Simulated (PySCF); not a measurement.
# `CCCCN(C)N(C)CCC`, C9H22N2

Molfile (atoms numbered from 1):
```
C9H22N2
     RDKit          3D

 33 32  0  0  0  0  0  0  0  0999 V2000
   -4.5349    0.4524    0.3804 C   0  0  0  0  0  0  0  0  0  0  0  0
   -3.0313    0.6306    0.2140 C   0  0  0  0  0  0  0  0  0  0  0  0
   -2.4231   -0.4722   -0.6473 C   0  0  0  0  0  0  0  0  0  0  0  0
   -0.9055   -0.3308   -0.7675 C   0  0  0  0  0  0  0  0  0  0  0  0
   -0.2592   -0.3371    0.5373 N   0  0  0  0  0  0  0  0  0  0  0  0
   -0.1901   -1.6491    1.1418 C   0  0  0  0  0  0  0  0  0  0  0  0
    0.9909    0.3153    0.6132 N   0  0  0  0  0  0  0  0  0  0  0  0
    0.8185    1.7446    0.7491 C   0  0  0  0  0  0  0  0  0  0  0  0
    1.9699   -0.0539   -0.4001 C   0  0  0  0  0  0  0  0  0  0  0  0
    3.3947    0.1785    0.1020 C   0  0  0  0  0  0  0  0  0  0  0  0
    4.4218   -0.4484   -0.8325 C   0  0  0  0  0  0  0  0  0  0  0  0
   -4.9523    1.2531    0.9863 H   0  0  0  0  0  0  0  0  0  0  0  0
   -4.7557   -0.4950    0.8675 H   0  0  0  0  0  0  0  0  0  0  0  0
   -5.0305    0.4613   -0.5885 H   0  0  0  0  0  0  0  0  0  0  0  0
   -2.8278    1.5999   -0.2465 H   0  0  0  0  0  0  0  0  0  0  0  0
   -2.5443    0.6180    1.1898 H   0  0  0  0  0  0  0  0  0  0  0  0
   -2.8515   -0.4346   -1.6522 H   0  0  0  0  0  0  0  0  0  0  0  0
   -2.6714   -1.4451   -0.2206 H   0  0  0  0  0  0  0  0  0  0  0  0
   -0.5199   -1.1309   -1.4247 H   0  0  0  0  0  0  0  0  0  0  0  0
   -0.6869    0.6304   -1.2395 H   0  0  0  0  0  0  0  0  0  0  0  0
    0.4291   -1.5757    2.0326 H   0  0  0  0  0  0  0  0  0  0  0  0
   -1.1915   -1.9604    1.4340 H   0  0  0  0  0  0  0  0  0  0  0  0
    0.2320   -2.4178    0.4761 H   0  0  0  0  0  0  0  0  0  0  0  0
   -0.0172    1.9210    1.4215 H   0  0  0  0  0  0  0  0  0  0  0  0
    1.7203    2.1692    1.1867 H   0  0  0  0  0  0  0  0  0  0  0  0
    0.6215    2.2543   -0.2066 H   0  0  0  0  0  0  0  0  0  0  0  0
    1.8480   -1.1204   -0.6064 H   0  0  0  0  0  0  0  0  0  0  0  0
    1.8205    0.4958   -1.3465 H   0  0  0  0  0  0  0  0  0  0  0  0
    3.4843   -0.2550    1.0992 H   0  0  0  0  0  0  0  0  0  0  0  0
    3.5876    1.2491    0.1821 H   0  0  0  0  0  0  0  0  0  0  0  0
    4.3253   -0.0378   -1.8356 H   0  0  0  0  0  0  0  0  0  0  0  0
    5.4302   -0.2517   -0.4766 H   0  0  0  0  0  0  0  0  0  0  0  0
    4.2816   -1.5259   -0.8893 H   0  0  0  0  0  0  0  0  0  0  0  0
  1  2  1  0
  2  3  1  0
  3  4  1  0
  4  5  1  0
  5  6  1  0
  5  7  1  0
  7  8  1  0
  7  9  1  0
  9 10  1  0
 10 11  1  0
  1 12  1  0
  1 13  1  0
  1 14  1  0
  2 15  1  0
  2 16  1  0
  3 17  1  0
  3 18  1  0
  4 19  1  0
  4 20  1  0
  6 21  1  0
  6 22  1  0
  6 23  1  0
  8 24  1  0
  8 25  1  0
  8 26  1  0
  9 27  1  0
  9 28  1  0
 10 29  1  0
 10 30  1  0
 11 31  1  0
 11 32  1  0
 11 33  1  0
M  END
```

Method: GIAO PBE/pcSseg-1 magnetisability, rotational g tensor and spin-rotation constants, non-relativistic, gas phase (PySCF 2.14.0). Geometry: GFN2-xTB.

Q: Give the nuclear spin-rotation constants along the inertial axes (H = +C I·J) beside the isotropic shieldings.

A: Rotational constants 2.4582, 0.4321, 0.4146 GHz. A star marks the isotopologue with that one atom substituted, in its own axes.
| atom | isotope | Caa (kHz) | Cbb (kHz) | Ccc (kHz) | mean (kHz) | σ (ppm) |
| --- | --- | --- | --- | --- | --- | --- |
| N5 | 14N | 0.135 | 0.034 | 0.039 | 0.069 | 153.2 |
| N7 | 14N | 0.138 | 0.039 | 0.037 | 0.071 | 147.3 |
| H12 | 1H | -0.212 | -0.007 | -0.036 | -0.085 | 30.3 |
| H13 | 1H | -0.258 | -0.012 | -0.028 | -0.099 | 30.8 |
| H14 | 1H | -0.213 | -0.048 | 0.000 | -0.087 | 30.7 |
| H15 | 1H | -0.263 | -0.008 | -0.029 | -0.100 | 30.7 |
| H16 | 1H | -0.214 | -0.041 | 0.005 | -0.084 | 29.4 |
| H17 | 1H | -0.224 | -0.049 | 0.005 | -0.089 | 30.3 |
| H18 | 1H | -0.253 | -0.007 | -0.030 | -0.097 | 30.3 |
| H19 | 1H | -0.228 | -0.003 | -0.031 | -0.087 | 29.4 |
| H20 | 1H | -0.234 | -0.005 | -0.025 | -0.088 | 28.8 |
| H21 | 1H | -0.153 | -0.045 | -0.001 | -0.067 | 29.0 |
| H22 | 1H | 0.068 | -0.044 | -0.037 | -0.004 | 28.7 |
| H23 | 1H | -0.205 | -0.008 | -0.031 | -0.081 | 29.4 |
| H24 | 1H | -0.005 | -0.040 | -0.031 | -0.025 | 28.9 |
| H25 | 1H | -0.016 | -0.031 | -0.035 | -0.027 | 28.6 |
| H26 | 1H | -0.265 | -0.041 | 0.011 | -0.098 | 29.4 |
| H27 | 1H | -0.244 | 0.021 | -0.049 | -0.091 | 28.9 |
| H28 | 1H | -0.269 | -0.042 | 0.011 | -0.100 | 29.7 |
| H29 | 1H | -0.259 | -0.047 | 0.010 | -0.099 | 30.3 |
| H30 | 1H | -0.259 | 0.013 | -0.047 | -0.097 | 30.1 |
| H31 | 1H | -0.272 | -0.048 | 0.008 | -0.104 | 30.7 |
| H32 | 1H | 0.004 | -0.044 | -0.040 | -0.026 | 30.4 |
| H33 | 1H | -0.265 | 0.009 | -0.048 | -0.101 | 30.8 |
| C1 | 13C* | 0.325 | 0.066 | 0.065 | 0.152 | 165.1 |
| C2 | 13C* | 0.409 | 0.064 | 0.070 | 0.181 | 156.2 |
| C3 | 13C* | 0.411 | 0.076 | 0.077 | 0.188 | 146.3 |
| C4 | 13C* | 0.500 | 0.093 | 0.074 | 0.222 | 131.4 |
| C6 | 13C* | 0.570 | 0.069 | 0.072 | 0.237 | 137.9 |
| C8 | 13C* | 0.536 | 0.061 | 0.087 | 0.228 | 136.8 |
| C9 | 13C* | 0.481 | 0.097 | 0.080 | 0.220 | 127.6 |
| C10 | 13C* | 0.400 | 0.080 | 0.062 | 0.181 | 152.8 |
| C11 | 13C* | 0.340 | 0.060 | 0.061 | 0.154 | 168.5 |

For the geometry as given, no vibrational averaging.
